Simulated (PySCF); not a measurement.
This PySCF input asks for the NMR shieldings of `[SiH3]C([SiH3])CCCCl`, C4H13ClSi2; the geometry comes from GFN2-xTB.

```python
import basis_set_exchange as bse
import numpy as np
from pyscf import gto, dft
from pyscf.prop import nmr

atoms = """
Si   -2.189309    1.238541   -0.948736
C    -1.015923    0.292405    0.222111
Si   -1.569657   -1.514299    0.486456
C     0.424723    0.403431   -0.282998
C     1.459333   -0.117184    0.713263
C     2.881533    0.035077    0.199876
Cl    3.164738   -1.018345   -1.213005
H    -2.139462    0.654413   -2.289465
H    -1.760010    2.639843   -1.023500
H    -3.554883    1.185845   -0.426359
H    -1.068339    0.795951    1.194587
H    -0.917346   -2.103024    1.662446
H    -3.014640   -1.550220    0.716219
H    -1.229340   -2.299705   -0.700118
H     0.659330    1.450697   -0.502080
H     0.524597   -0.152421   -1.217695
H     1.378902    0.440982    1.650511
H     1.268119   -1.168931    0.930938
H     3.613114   -0.258188    0.952840
H     3.079370    1.055811   -0.128326
"""
names = dict.fromkeys(["Si", "C", "Cl", "H"], "pcSseg-1")
basis = {el: gto.basis.parse(bse.get_basis(n, elements=[el], fmt="nwchem")) for el, n in names.items()}
mol = gto.M(atom=atoms, basis=basis, charge=0, verbose=0)
mf = dft.RKS(mol, xc="PBE0")
mf.grids.level = 2
mf.grids.alignment = dft.numint.BLKSIZE   # the property module wants whole blocks of grid points
mf.conv_tol = 1e-9
mf.kernel()

calc = nmr.RKS(mf)   # GIAO
C = mf.mo_coeff
Co = C[:, mf.mo_occ > 0]
resp = mf.gen_response(singlet=True, hermi=2)
def vind(x):   # induced exchange potential for any number of trial vectors
    d = np.einsum("pi,xij,qj->xpq", C, 2 * x.reshape(-1, C.shape[1], Co.shape[1]), Co, optimize=True)
    return np.einsum("xpq,pi,qj->xij", resp(d - d.transpose(0, 2, 1)), C, Co, optimize=True).ravel()
mo1, _ = nmr.rhf.solve_mo1(calc, with_cphf=vind)
sigma = calc.kernel(mo1)
for i, s in enumerate(sigma):   # ppm
    w = np.linalg.eigvalsh((s + s.T) / 2)
    print("%2d %-2s iso %8.1f  s11 %8.1f  s22 %8.1f  s33 %8.1f" % (i, mol.atom_pure_symbol(i), w.mean(), *w))
```

Question: What does it print?

Answer: 
```
 0 Si iso    412.4  s11    370.0  s22    393.6  s33    473.6
 1 C  iso    183.9  s11    168.3  s22    181.3  s33    202.2
 2 Si iso    418.3  s11    381.8  s22    400.9  s33    472.4
 3 C  iso    155.2  s11    135.7  s22    157.8  s33    172.1
 4 C  iso    146.9  s11    131.4  s22    144.1  s33    165.2
 5 C  iso    135.4  s11    106.7  s22    138.8  s33    160.7
 6 Cl iso    866.1  s11    683.0  s22    838.2  s33   1077.0
 7 H  iso     27.9  s11     24.6  s22     26.3  s33     32.8
 8 H  iso     27.7  s11     24.0  s22     25.8  s33     33.3
 9 H  iso     27.7  s11     23.8  s22     25.7  s33     33.6
10 H  iso     31.5  s11     27.3  s22     29.7  s33     37.7
11 H  iso     27.5  s11     23.4  s22     26.5  s33     32.7
12 H  iso     27.9  s11     23.9  s22     26.1  s33     33.6
13 H  iso     28.0  s11     24.9  s22     26.3  s33     32.7
14 H  iso     30.3  s11     23.9  s22     31.9  s33     35.1
15 H  iso     29.6  s11     24.0  s22     30.1  s33     34.8
16 H  iso     30.2  s11     25.0  s22     30.3  s33     35.3
17 H  iso     29.8  s11     24.6  s22     31.5  s33     33.4
18 H  iso     27.8  s11     21.2  s22     27.5  s33     34.8
19 H  iso     28.3  s11     22.9  s22     27.7  s33     34.2
```

These numbers come from an equivalent density-fitted implementation of the same equations, which agrees with the script to about 0.01 ppm for H and up to a few tenths of a ppm for heavy atoms, so last digits may differ.

Question: Turn these shieldings into chemical shifts. Chemical shifts δ = σref − σ; ²⁹Si (σ = 349.16 ppm), ¹³C (σ = 186.93 ppm), ¹H (σ = 31.72 ppm) against TMS; ³⁵Cl (σ = 949.78 ppm) vs HCl, all at this level.

Answer: Averaging equivalent atoms: Si 0/2: -66.2; C 5: 51.5; C 4: 40.0; C 3: 31.7; C 1: 3.0; Cl 6: 84; H 7/8/9/11/12/13: 3.94; H 18/19: 3.65; H 14/15: 1.75; H 16/17: 1.70; H 10: 0.17 ppm. 

Size and cost of the density-fitted run: 205 basis functions, 60 s wall time on 1 thread of an Arm Neoverse V1, shared host; peak memory 0.94 GiB.
